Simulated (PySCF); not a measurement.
**Krypton: a sound run and one with changed settings**

Sound run: Kr²⁺ [Ar] 3d10 4s2 4p4, Kr³⁺ [Ar] 3d10 4s2 4p3. All numbers are calculated (PySCF 2.14, the non-relativistic Hamiltonian (point nucleus), in def2-SVP (5s4p3d, 32 functions)). The sound run starts from symmetry-adapted Hartree-Fock orbitals and uses a fine grid where one is needed.

A second run was set up differently.

```
species  method  sound run (hartree)  changed run (hartree)  converged
   Kr²⁺     UHF          -2750.32554            -2750.32554        yes
   Kr²⁺    MN15          -2752.33482            -2752.40069        yes
   Kr²⁺    PBE0          -2751.70274            -2752.60735        yes
   Kr³⁺     UHF          -2749.06675            -2749.06675        yes
   Kr³⁺    MN15          -2751.03466            -2751.10086        yes
   Kr³⁺    PBE0          -2750.39889            -2751.27301        yes
```

Ionisation energy of Kr²⁺:

| method | sound run (eV) | changed run (eV) |
| --- | --- | --- |
| UHF | 34.253 | 34.253 |
| MN15 | 35.379 | 35.370 |
| PBE0 | 35.479 | 36.309 |

Q: What was changed?
A. too few SCF iterations
B. a valence shell is frozen
C. angular grid far too coarse
D. minimal basis

A: C. It used 6 angular points. A coarse angular grid integrates products of high-l functions wrongly, so density functionals can shift, and the SCF can exploit the error; Hartree-Fock and MP2 need no grid.
